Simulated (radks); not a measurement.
Values are calculated unless marked as measured or tabulated.
Problem. The mean radii <r> (bohr) of the occupied orbitals of an atom or ion are listed with their occupations. Code: a radial shooting solver on a logarithmic mesh with Libxc functionals. Model: scalar-relativistic Kohn-Sham, HCTH/407, spin-unpolarised, spherical densities, point nucleus.

| orbital | occ. | <r> |
|---|---|---|
| 1s | 2 | 0.01804 |
| 2s | 2 | 0.07621 |
| 2p | 6 | 0.06833 |
| 3s | 2 | 0.1974 |
| 3p | 6 | 0.1978 |
| 3d | 10 | 0.1791 |
| 4s | 2 | 0.4403 |
| 4p | 6 | 0.4680 |
| 4d | 10 | 0.4985 |
| 4f | 14 | 0.5670 |
| 5p | 6 | 1.142 |
| 5d | 3 | 1.461 |
| 6p | 2 | 2.622 |

Name the element and its charge.

Solution. Z = 75, rhenium, charge +4: Re4+ in [Kr] 4d10 4f14 5p6 5d3 6p2. The 1s radius gives Z: for a bare nucleus <r> = (2 gamma + 1)/(2Z) with gamma = sqrt(1 - (Z/c)^2), 0.01783 bohr for Z = 75, and screening makes it slightly larger (0.01804 here). The occupations add up to 71, and the charge is Z minus that.
